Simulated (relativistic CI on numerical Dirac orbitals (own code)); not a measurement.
**Slater and spin-orbit integrals, Kr¹²⁺**

Method of calculation: Dirac-Coulomb-Breit CI, orbitals from a KLI potential per configuration, QED by a radiative potential, unscaled Slater integrals (own radial code, finite nucleus).

Slater integrals F^k, G^k are unscaled and averaged over j, outside the closed core [Ne]; ζ comes from projecting the Hamiltonian with its Breit term on Σ l·s of the shell.

- 3s2 3p6 3d6: F^2(3d,3d) = 204830, F^4(3d,3d) = 130630, ζ(3d) = 4812.9 cm⁻¹; <r>(3d) = 0.4842, <r^2>(3d) = 0.2782 (bohr units).
- 3s2 3p5 3d7: ζ(3p) = 47519, F^2(3d,3d) = 204220, F^4(3d,3d) = 130220, F^2(3p,3d) = 193340, G^1(3p,3d) = 225380, G^3(3p,3d) = 143850, ζ(3d) = 4711.9 cm⁻¹; <r>(3p) = 0.507, <r^2>(3p) = 0.2977, <r>(3d) = 0.4855, <r^2>(3d) = 0.2797 (bohr units).
- 3s2 3p4 3d8: F^2(3p,3p) = 196700, ζ(3p) = 47546, F^2(3d,3d) = 203600, F^4(3d,3d) = 129800, F^2(3p,3d) = 193000, G^1(3p,3d) = 225200, G^3(3p,3d) = 143660, ζ(3d) = 4613 cm⁻¹; <r>(3p) = 0.5076, <r^2>(3p) = 0.2985, <r>(3d) = 0.4867, <r^2>(3d) = 0.2813 (bohr units).

Problem. Give the Racah parameters of the d shell in 3s2 3p6 3d6.

Solution. B = F²/49 − 5F⁴/441 = 2699 cm⁻¹ and C = 35F⁴/441 = 10368 cm⁻¹.

Averages of the first 10 configurations, taken without configuration mixing, which lowers the lowest level and can move excited configurations by several eV; other configurations of the list can lie among them:

| Configuration | Parity | States | Average energy above the lowest level (eV) |
| --- | --- | --- | --- |
| 3s2 3p6 3d6 | even | 210 | 11.4 |
| 3s2 3p5 3d7 | odd | 720 | 132.1 |
| 3s2 3p4 3d8 | even | 675 | 255.6 |
| 3s 3p6 3d7 | even | 240 | 210.3 |
| 3s2 3p6 3d5 4s | even | 504 | 163.4 |
| 3p6 3d8 | even | 45 | 412.8 |
| 3s2 3p6 3d5 4p | odd | 1512 | 187.2 |
| 3s2 3p6 3d5 4d | even | 2520 | 223.9 |
| 3s 3p5 3d8 | odd | 540 | 329.8 |
| 3s2 3p6 3d4 4s2 | even | 210 | 329.5 |
